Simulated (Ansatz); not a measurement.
Consider the cleavage of the Si–Si bond: `C=C[SiH2][SiH2]F` + `F[SiH](F)S` → `C=C[SiH2]S[SiH](F)F` + `F[SiH3]`.

Isolated molecules relaxed with PBE0-D4/def2-TZVP in Ansatz; ΔE leaves out vibrations. CBS: MP2 limit from def2 TZ/QZ plus the TZ coupled-cluster correction, frozen cores. This one scheme is used for every species. Functionals use def2-TZVPP. One conformer a species, not always the lowest.

`C=C[SiH2][SiH2]F`:

Z-matrix (Å, degrees):
```
Si
C 1 1.860
Si 1 2.347 2 110.7
H 1 1.490 2 109.3 3 -119.0
H 1 1.490 2 111.1 3 120.7
C 2 1.330 1 123.5 3 113.5
H 2 1.089 1 118.3 3 -64.9
F 3 1.610 1 109.2 2 57.6
H 3 1.488 1 112.3 2 176.7
H 3 1.487 1 111.5 2 -61.0
H 6 1.086 2 121.8 1 1.6
H 6 1.086 2 122.0 1 -178.6
```

`F[SiH](F)S`:

```xyz
6

F     0.142    1.381   -0.983
Si    0.469    0.052   -0.184
F     1.087    0.534    1.194
S    -1.262   -1.106    0.118
H     1.463   -0.739   -0.923
H    -1.899   -0.122    0.778
```

`C=C[SiH2]S[SiH](F)F`:

```xyz
13

C    -0.582   -0.059    1.989
C     0.378    0.543    1.291
Si    1.481   -0.405    0.150
S     1.233    0.225   -1.905
Si   -0.860    0.185   -2.042
F    -1.460   -1.077   -1.286
F    -1.527    1.454   -1.366
H    -1.241    0.490    2.655
H    -0.755   -1.129    1.918
H     0.501    1.620    1.381
H     1.189   -1.853    0.276
H     2.921   -0.142    0.392
H    -1.277    0.147   -3.453
```

`F[SiH3]`:

```xyz
5

F     0.706    1.163   -0.762
Si   -0.018   -0.030    0.020
H     0.953   -0.622    0.970
H    -0.457   -1.039   -0.973
H    -1.184    0.527    0.745
```

| level | ΔE (kJ/mol) |
| --- | --- |
| PBE0 | -66.6 |
| MP2/CBS(def2) | -93.5 |

What does CCSD(T)/CBS give? (An estimate is asked.)

Computed: -81.0 kJ/mol. The listed levels differ from it by 14.4, -12.5 kJ/mol.

Largest T1 diagnostic among the species: 0.012.

The D4 term adds −11.2 kJ/mol with B3LYP and −6.4 kJ/mol with PBE0; it sums over pairs of atoms, weighted by their polarisabilities, and B3LYP, whose exchange is more repulsive, gets the larger term. From PBE to PBE0 (25 % exact exchange), in def2-TZVPP and without D4, ΔE moves by −6.2 kJ/mol.

B3LYP here is the variant with VWN-RPA as its local correlation; programs differ in this.
